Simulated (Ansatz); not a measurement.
`C[O][Ga]([OH])[O]C` + `[CH3][Ge]([OH])([F])[Cl]` → `C[O][Ga]([OH])[F]` + `C[O][Ge]([CH3])([OH])[Cl]`  (redistribution)

Program: Ansatz. Geometries: PBE0-D4/def2-TZVP. ΔE: electronic, gas phase. CCSD(T)/CBS is the MP2 limit (def2-TZVPP, def2-QZVPP) plus CCSD(T) − MP2 in def2-TZVPP, frozen cores. DFT in def2-TZVPP. For Ga, Ge outer-core shells are correlated without core-valence functions, which leaves a few kJ/mol of doubt a bond. Scalar relativity is left out up to krypton. Each species was taken in one conformer, which may not be the lowest.

`C[O][Ga]([OH])[O]C`:

Cartesian coordinates in Å:
```
C 2.386 -0.498 0.010
O 1.023 -0.424 0.366
Ga -0.178 0.401 -0.635
O 0.322 1.174 -2.152
O -1.865 0.442 -0.109
C -2.294 -0.157 1.094
H 2.995 -0.026 0.788
H 2.612 -0.007 -0.943
H 2.687 -1.548 -0.068
H -0.405 1.592 -2.618
H -3.081 -0.887 0.878
H -2.712 0.608 1.757
H -1.489 -0.671 1.631
```

`[CH3][Ge]([OH])([F])[Cl]`:

Cartesian coordinates in Å:
```
C -1.036 -0.511 0.722
Ge 0.278 0.379 -0.351
O 1.860 -0.332 -0.109
F 0.386 2.053 0.081
Cl -0.185 0.408 -2.440
H -1.121 -1.550 0.404
H -1.997 -0.013 0.605
H -0.726 -0.473 1.766
H 2.540 0.039 -0.679
```

`C[O][Ga]([OH])[F]`:

Z-matrix (Å, degrees):
```
C
O 1 1.413
H 1 1.094 2 109.4
H 1 1.095 2 113.1 3 -120.8
H 1 1.094 2 109.3 3 118.4
Ga 2 1.762 1 122.9 3 119.4
F 6 1.743 2 118.5 1 0.3
O 6 1.763 2 123.5 1 -179.7
H 8 0.960 6 112.8 2 -0.0
```

`C[O][Ge]([CH3])([OH])[Cl]`:

Cartesian coordinates in Å:
```
C 2.156 -0.283 -0.392
O 0.816 -0.708 -0.521
Ge -0.497 0.287 0.092
C -2.146 -0.655 -0.177
O -0.223 0.672 1.795
Cl -0.429 2.187 -0.944
H 2.430 -0.121 0.657
H 2.343 0.639 -0.953
H 2.793 -1.071 -0.798
H -2.149 -1.546 0.451
H -2.229 -0.947 -1.223
H -2.983 -0.014 0.095
H 0.118 1.561 1.920
```

| level | ΔE (kJ/mol) |
| --- | --- |
| B2PLYP | -2.2 |
| r2SCAN | -2.0 |
| MP2/def2-TZVPP | -5.8 |
| CCSD/def2-TZVPP | -3.5 |
| CCSD(T)/def2-TZVPP | -4.2 |
| HF/def2-QZVPP | -1.5 |
| SCS-MP2/def2-QZVPP | -3.9 |
| MP2/CBS(def2) | -4.2 |

Task: What does CCSD(T)/CBS give? (Estimate.)

Result: Computed: -2.6 kJ/mol. The listed levels differ from it by 0.4, 0.6, -3.2, -0.9, -1.6, 1.1, -1.3, -1.6 kJ/mol.

Largest T1 diagnostic among the species: 0.014.

CCSD(T)/CBS has its own doubt, a few kJ/mol and more with outer-core shells, so smaller differences from it don't rank the levels.
